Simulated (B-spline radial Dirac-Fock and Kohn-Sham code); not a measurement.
## Dipole and non-dipole photoemission parameters of Se 4s

System: the Se atom, [Ar] 3d10 4s2 4p4; threshold 20.37 eV (orbital energy of the model). Method: Dirac-Hartree-Slater photoionisation with a Latter tail; cross sections with all multipoles, angular parameters from the dipole term and its interference with E2. Computed with a radial finite-basis atomic code.

The run's input, task.json:

```json
{"items": [{
  "Z": 34,
  "q": 0,
  "cfg": [[1, 0, 2], [2, 0, 2], [2, 1, 6], [3, 0, 2], [3, 1, 6], [3, 2, 10], [4, 0, 2], [4, 1, 4]],
  "A": 80,
  "rrms": 4.14,
  "do": "xps",
  "hv": [60.0, 71.9, 89.6, 100, 102.0, 137.0, 142.0, 143.0, 152.0, 201.0, 239.0, 309.0, 348.0, 499.0, 600, 722.0, 760.0, 800, 1000, 2000, 2270.0, 3870.0, 4000, 4420.0, 5040.0, 5680.0, 5940.0, 6000, 6820.0, 15000],
  "edges": {"K": 12658.0, "L1": 1652.0, "L2": 1474.3, "L3": 1433.9, "M1": 229.6, "M2": 166.5, "M3": 160.7}
}]}
```

Command: `python xray2_run.py task.json out`

For linearly polarised light dσ/dΩ = σ/(4π) [1 + β P₂(cos θ) + (δ + γ cos²θ) sin θ cos φ], with θ from the polarisation vector and φ the angle between the beam and the projection of the electron momentum on the plane normal to the polarisation.

```csv
hν (eV),σ (kb),β,γ
60,182,1.988,0.013
71.9,172,1.991,0.078
89.6,145,1.993,0.146
100,130,1.994,0.172
102,127,1.994,0.176
137,89.5,1.995,0.214
142,85.7,1.996,0.217
143,84.9,1.996,0.218
152,78.6,1.996,0.222
201,?,?,?
239,42.4,1.997,0.227
309,29.2,1.997,0.205
348,24.4,1.997,0.188
499,14.0,1.998,0.121
600,10.4,1.998,0.079
722,7.68,1.998,0.036
760,7.05,1.998,0.024
800,6.46,1.998,0.013
1000,4.40,1.998,-0.032
2000,1.24,1.998,-0.047
2270,0.970,1.999,-0.019
3870,0.330,1.999,0.232
4000,0.308,1.999,0.254
4420,0.250,1.998,0.329
5040,0.188,1.998,0.439
5680,0.145,1.998,0.551
5940,0.131,1.998,0.596
6000,0.129,1.998,0.607
6820,0.0966,1.998,0.744
15000,0.0150,1.997,1.863
```

Question: Give the values at 201 eV.

Answer: σ = 54.1 kb, β = 1.996, γ = 0.232. For an s subshell δ is negligible.
